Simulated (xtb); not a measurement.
Br$_{2}$Zn, triplet, from a rough starting geometry (GFN-xTB shapes and energies of metal compounds can be far from the true ones) (a higher spin typed on purpose: for a closed-shell molecule this is an excited state); GFN2-xTB run with xtb.

The xtb input:
```
$ xtb mol.xyz --gfn 2 --uhf 2 --opt vtight --json

# file mol.xyz
3

Zn     0.00012618    -0.02878607     0.00202823
Br    -0.23756133     1.76715523    -1.41780470
Br     0.26020695    -1.73540776     1.43133573
```

The log (banner, timings and long lists left out):

```
   ID    Z sym.   atoms
    1   30 Zn     1
    2   35 Br     2, 3

           -------------------------------------------------
          |                Calculation Setup                |
           -------------------------------------------------

           -------------------------------------------------
          |                 G F N 2 - x T B                 |
           -------------------------------------------------

          ...................................................
          :                      SETUP                      :
          :.................................................:
          :  # basis functions                  24          :
          :  # atomic orbitals                  22          :
          :  # shells                            8          :
          :  # electrons                        16          :
          :  max. iterations                   250          :
          :  Hamiltonian                  GFN2-xTB          :
          :  restarted?                      false          :
          :  GBSA solvation                  false          :
          :  PC potential                    false          :
          :  electronic temp.          300.0000000     K    :
          :  accuracy                    1.0000000          :
          :  -> integral cutoff          0.2500000E+02      :
          :  -> integral neglect         0.1000000E-07      :
          :  -> SCF convergence          0.1000000E-05 Eh   :
          :  -> wf. convergence          0.1000000E-03 e    :
          :  Broyden damping             0.4000000          :
          :  net charge                          0          :
          :  unpaired electrons                  2          :
          ...................................................

 iter      E             dE          RMSdq      gap      omega  full diag
   1     -8.5102975 -0.851030E+01  0.923E+00    2.32       0.0  T
   2     -8.5515401 -0.412426E-01  0.601E+00    3.52       1.0  T
   3     -8.5297632  0.217769E-01  0.636E+00    3.61       1.0  T
   4     -8.5755163 -0.457531E-01  0.435E+00    3.67       1.0  T
   5     -8.5689701  0.654623E-02  0.423E+00    3.86       1.0  T
   6     -8.5746973 -0.572723E-02  0.356E+00    3.98       1.0  T
   7     -8.6016647 -0.269673E-01  0.129E+00    3.97       1.0  T
   8     -8.6019357 -0.271003E-03  0.119E+00    3.94       1.0  T
   9     -8.6050066 -0.307095E-02  0.114E-01    3.94       1.0  T
  10     -8.6050099 -0.324964E-05  0.583E-02    3.94       1.0  T
  11     -8.6050085  0.138635E-05  0.335E-02    3.94       1.7  T
  12     -8.6050099 -0.143847E-05  0.911E-03    3.95       6.3  T
  13     -8.6050098  0.179633E-06  0.121E-02    3.94       4.8  T
  14     -8.6050100 -0.212527E-06  0.807E-03    3.94       7.2  T
  15     -8.6050100  0.857446E-09  0.725E-03    3.94       8.0  T
  16     -8.6050101 -0.118409E-06  0.172E-03    3.94      33.5  T
  17     -8.6050101 -0.580832E-08  0.736E-04    3.94      78.5  T
  18     -8.6050101 -0.953849E-09  0.363E-04    3.94     159.0  T

   *** convergence criteria satisfied after 18 iterations ***

 transition dipole moment (au) for excitation:           8           9
     X       Y       Z
   0.0031  -0.0032   0.0088  total (au/Debye):    0.010   0.025
 dE (eV)             :    6.133
 oscillator strength :  0.20848E-04

         :::::::::::::::::::::::::::::::::::::::::::::::::::::
         ::                     SUMMARY                     ::
         :::::::::::::::::::::::::::::::::::::::::::::::::::::
         :: total energy              -8.598642872945 Eh    ::
         :: gradient norm              0.163514206713 Eh/a0 ::
         :: HOMO-LUMO gap              3.944578144222 eV    ::
         ::.................................................::
         :: SCC energy                -8.605010242422 Eh    ::
         :: -> isotropic ES            0.032668957589 Eh    ::
         :: -> anisotropic ES          0.003962905373 Eh    ::
[...]
 * total energy  :    -8.7224162 Eh     change       -0.9323236E-03 Eh
 * total energy  :    -8.7239949 Eh     change       -0.1578727E-02 Eh
 * total energy  :    -8.7236215 Eh     change        0.3734405E-03 Eh
 * total energy  :    -8.7241669 Eh     change       -0.5454489E-03 Eh
 * total energy  :    -8.7234316 Eh     change        0.7352869E-03 Eh
 * total energy  :    -8.7241689 Eh     change       -0.7372844E-03 Eh
 * total energy  :    -8.7242203 Eh     change       -0.5135814E-04 Eh
 * total energy  :    -8.7242209 Eh     change       -0.6899258E-06 Eh
 * total energy  :    -8.7242219 Eh     change       -0.9538954E-06 Eh
 * total energy  :    -8.7242212 Eh     change        0.7147575E-06 Eh
 * total energy  :    -8.7242221 Eh     change       -0.9034343E-06 Eh
 * total energy  :    -8.7242221 Eh     change       -0.1469061E-07 Eh
   *** GEOMETRY OPTIMIZATION CONVERGED AFTER 24 ITERATIONS ***
         :: total energy              -8.724222104340 Eh    ::
[...]

           -------------------------------------------------
          |                Property Printout                |
           -------------------------------------------------

    * Orbital Energies and Occupations

         #    Occupation            Energy/Eh            Energy/eV
      -------------------------------------------------------------
         1        2.0000           -0.8560973             -23.2956
         2        2.0000           -0.8521345             -23.1878
         3        2.0000           -0.4932740             -13.4227
         4        2.0000           -0.4608871             -12.5414
         5        2.0000           -0.4461799             -12.1412
         6        2.0000           -0.4437921             -12.0762
         7        1.9971           -0.4326835             -11.7739
         8        1.0029           -0.4215573             -11.4712
         9        1.0000           -0.3905775             -10.6282 (HOMO)
        10                         -0.1283950              -3.4938 (LUMO)
        11                         -0.0016396              -0.0446
        12                          0.0014242               0.0388
        13                          0.0097998               0.2667
        14                          0.0100946               0.2747
        15                          0.0167144               0.4548
        16                          0.0180254               0.4905
        17                          0.0207321               0.5641
        18                          0.0244028               0.6640
        19                          0.0329668               0.8971
        20                          0.0425679               1.1583
       ...                                ...                  ...
        22                          0.5154451              14.0260
      -------------------------------------------------------------
                  HL-Gap            0.2621825 Eh            7.1343 eV
             Fermi-level           -0.3433033 Eh           -9.3418 eV

     #   Z          covCN         q      C6AA      α(0)
     1  30 Zn       1.334     0.254   122.190    21.594
     2  35 Br       1.088    -0.127   188.538    22.139
     3  35 Br       1.089    -0.127   188.533    22.139

 Mol. C6AA /au·bohr⁶  :       1474.037563
 Mol. C8AA /au·bohr⁸  :      99179.492609
 Mol. α(0) /au        :         65.871953

Wiberg/Mayer (AO) data.
largest (>0.10) Wiberg bond orders for each atom

 ---------------------------------------------------------------------------
     #   Z sym  total        # sym  WBO       # sym  WBO       # sym  WBO
 ---------------------------------------------------------------------------
     1  30 Zn   1.080 --     3 Br   0.541     2 Br   0.539
     2  35 Br   1.118 --     3 Br   0.578     1 Zn   0.539
     3  35 Br   1.119 --     2 Br   0.578     1 Zn   0.541
 ---------------------------------------------------------------------------

Topologies differ in total number of bonds
Writing topology from bond orders to xtbtopo.mol

molecular dipole:
                 x           y           z       tot (Debye)
 q only:       -0.445      -0.600      -0.754
   full:       -0.641      -0.862      -1.085       3.882
molecular quadrupole (traceless):
                xx          xy          yy          xz          yz          zz
 q only:        0.703       0.736      -1.040       0.477       2.414       0.337
  q+dip:        2.995       0.143      -2.573      -0.982       3.235      -0.422
   full:        2.859      -0.110      -2.303      -1.189       2.512      -0.556

optimized geometry written to: xtbopt.xyz

           -------------------------------------------------
          | TOTAL ENERGY               -8.724222104340 Eh   |
          | GRADIENT NORM               0.000111386995 Eh/α |
          | HOMO-LUMO GAP               7.134349723193 eV   |
           -------------------------------------------------

normal termination of xtb
```
